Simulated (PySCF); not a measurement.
Task: What does the PBE0-D3(BJ)/def2-SVP structure of InChI=1S/H9NOSi3/c1-4-5-2-3/h1,4-5H2,3H3 look like in three dimensions?

Result: 
```xyz
14
H9NOSi3 angstrom
N     -3.167    0.331    0.383
Si    -1.755   -0.628    0.719
Si     0.088    0.624   -0.011
O      1.489   -0.095    0.535
Si     3.109   -0.265    0.234
H     -4.083   -0.103    0.430
H     -3.211    1.278    0.742
H     -1.868   -1.892   -0.073
H     -1.544   -1.033    2.152
H      0.015    2.030    0.505
H      0.106    0.703   -1.508
H      3.326   -1.025   -1.034
H      3.767    1.072    0.110
H      3.721   -1.013    1.369
```

Any rigid rotation of these coordinates is as good. Atoms count from 1 in this order. Si3 (oxygen-bound silicon) is tetrahedral (angles from 107.1° to 110.8°). O4 (siloxane oxygen) is bent (angle 143.8°). Si5 (oxygen-bound silicon) is tetrahedral (angles from 108.3° to 110.7°). N1 (silicon-bound nitrogen) has angles 119.2°, 118.8° and 110.1°, sum 348.1°, 0.24 Å off the plane of its three neighbours.

Bonds between heavy atoms (Å): N1–Si2 1.739, Si2–Si3 2.344, Si3–O4 1.667, O4–Si5 1.656.

Computed with PySCF 2.14.0, PBE0-D3(BJ)/def2-SVP geometry optimisation, gas phase.

Point group: C1 (no symmetry element, even within 0.4 Å). Not checked by PBE0-D3(BJ)/def2-SVP frequencies. One conformer, not necessarily the lowest (H–N1–Si2–Si3 167° and -54°, N1–Si2–Si3–O4 169°, Si2–Si3–O4–Si5 155°).

Hardware: one thread, Arm Neoverse V1 (aarch64), shared host with 32 logical CPUs at a one-minute load of 20. Cost: 1.9 min, 0.53 GiB resident at most. This is the geometry optimisation.
